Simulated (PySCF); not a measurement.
Atom-mapped SMILES (the numbers label the heavy atoms): `[CH2:1]=[CH:2][CH2:3][B:4]([CH3:5])[c:6]1[cH:7][cH:8][cH:9][o:10]1` (H(Xn): hydrogen on atom n). Ha(C1) is cis to C3; Hb(C1) is trans to C3.

[PySCF: geometry: PBE0-D3(BJ)/def2-SVP; shieldings: GIAO CAM-B3LYP/pcSseg-1; gas phase; non-relativistic Hamiltonian; equivalent nuclei averaged; one computed conformer]

Chemical shifts δ = σref − σ; ¹³C (182.45 ppm), ¹H (31.33 ppm) vs TMS; ¹¹B (99.35 ppm) vs BF3·OEt2; ¹⁷O (338.55 ppm) vs H2O, all at this level.

```
 atoms  nucleus  count  δ (ppm)
 H(C9)       ¹H      1        ?
   O10      ¹⁷O      1    328.6
 H(C8)       ¹H      1        ?
Ha(C1)       ¹H      1     5.34
 H(C2)       ¹H      1        ?
    C8      ¹³C      1    119.5
 H(C3)       ¹H      2     2.52
    C5      ¹³C      1        ?
    C3      ¹³C      1        ?
    C9      ¹³C      1    157.8
    C6      ¹³C      1    171.7
Hb(C1)       ¹H      1     5.21
 H(C7)       ¹H      1     7.55
    C2      ¹³C      1    144.9
    B4      ¹¹B      1     61.0
    C7      ¹³C      1    138.5
    C1      ¹³C      1    129.1
 H(C5)       ¹H      3        ?
```

Fill in the missing shifts.

Answers


- C3: 30.8 ppm, allylic sp3 CH2 bonded to B
- C5: 7.9 ppm, methyl carbon bonded to B
- H(C9): 7.70 ppm, hydrogen on an aromatic CH next to the ring oxygen; the ring current deshields protons in the ring plane
- H(C8): 6.64 ppm, hydrogen on an aromatic CH; the ring current deshields protons in the ring plane
- H(C2): 5.88 ppm, hydrogen on an alkene CH; attached to an sp2 carbon and in the plane of the double bond
- H(C5): 0.90 ppm, hydrogen on a methyl carbon bonded to B

A carbon bonded to boron is broadened by the quadrupolar boron nucleus and is often missing from a measured spectrum. Shifts are as computed, not scaled to solution data. Of 1313 compounds with measured shifts, 239 miss one by over three times the rms of a fit or turn the order of signals round; such compounds aren't used in these exercises. Unscaled 17O shifts of doubly bonded oxygen tend to come out too high, by tens of ppm or more. Experimental scales use liquid or dissolved standards, which lie at an offset from isolated H2O (liquid H2O: subtract about 36 ppm).
